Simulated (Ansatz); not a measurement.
Correlation energies of ClH5OSSi2 (`O[SiH2]S[SiH2]Cl`) by basis set

```xyz
10

O     0.761    1.682    0.202
Si   -0.019    1.084   -1.107
S     0.097   -1.055   -1.203
Si   -0.434   -1.453    0.811
Cl    1.193   -1.317    2.066
H     1.626    1.328    0.420
H    -1.419    1.536   -0.961
H     0.561    1.528   -2.398
H    -0.920   -2.847    0.877
H    -1.444   -0.485    1.292
```

Total charge 0; spin multiplicity 1. Geometry: relaxed with PBE0-D4/def2-TZVP. It is one conformer, not always the lowest. Frozen core, restricted reference, the Gaussian-basis code of Ansatz. CBS rows extrapolate triple and quadruple zeta; past MP2 they add the triple-zeta difference.

| basis | HF (Eh) | MP2 corr. |
| --- | --- | --- |
| def2-TZVPP | -1512.91750 | -0.85023 |
| def2-QZVPP | -1512.96344 | -0.92585 |

(1) Estimate the CCSD correlation energy and the (T) correction in each basis where they were run (hartree).

Results:

(1) 
```tsv
basis	CCSD corr.	(T)
def2-TZVPP	-0.90925	-0.03738
CBS(def2)	-1.04089	as TZ
```
